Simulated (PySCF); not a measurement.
## Orbital picture of MgBr

PBE0 at R = 2.382 Å; Mg cc-pVDZ, Br cc-pVDZ-PP with ECP10; scalar-relativistic core potentials (PySCF 2.14). State: ²Σ⁺ (doublet), unpaired electrons σ ↑. Only the outer orbitals are listed, counted within each symmetry, core potentials removing the inner ones.

```csv
spin,orbital,occ.,ε (eV),on Mg (%),main shells (%)
α,3π,1,-52.38,100,100 Mg p
α,3π,1,-52.38,100,100 Mg p
α,6σ,1,-52.33,100,100 Mg p
α,7σ,1,-20.90,4,96 Br s
α,8σ,1,-9.19,26,"73 Br p, 22 Mg s"
α,4π,1,-7.73,5,95 Br p
α,4π,1,-7.73,5,95 Br p
α,9σ,1,-5.77,89,"66 Mg s, 22 Mg p, 11 Br p"
α,5π,0,-1.18,97,96 Mg p
α,5π,0,-1.18,97,96 Mg p
α,10σ,0,0.34,103,"86 Mg p, 12 Mg s"
β,3π,1,-52.29,100,100 Mg p
β,3π,1,-52.29,100,100 Mg p
β,6σ,1,-52.19,100,100 Mg p
β,7σ,1,-20.77,4,96 Br s
β,8σ,1,-8.88,23,"76 Br p, 16 Mg s"
β,4π,1,-7.69,5,95 Br p
β,4π,1,-7.69,5,95 Br p
β,9σ,0,-2.92,92,"81 Mg s, 10 Mg p"
β,5π,0,-0.28,97,98 Mg p
β,5π,0,-0.28,97,98 Mg p
```

Q: Which are the highest filled and the lowest empty level, where do they sit, and how wide is the gap?

A: Highest filled α 9σ at -5.77 eV (in %: 66 Mg s, 22 Mg p, 11 Br p); lowest empty β 9σ at -2.92 eV (in %: 81 Mg s, 10 Mg p); the gap at PBE0 is 2.85 eV.

```json
{
  "bond order (Mayer)": "1.06",
  "⟨S²⟩": "0.751",
  "charge on Mg (Mulliken, basis-dependent)": "0.35",
  "charge on Mg (Löwdin, basis-dependent)": "0.30",
  "dipole moment (positive dipole means Mg(−)Br(+))": "-3.35 D",
  "polarisability along the bond": "70.4 bohr³",
  "polarisability across the bond": "58.9 bohr³"
}
```

Shares are Mulliken populations and can fall outside 0 to 100 %.

Spin–orbit coupling is left out. The state is the lowest determinant that a PBE0 search found; another state may lie lower at other levels.
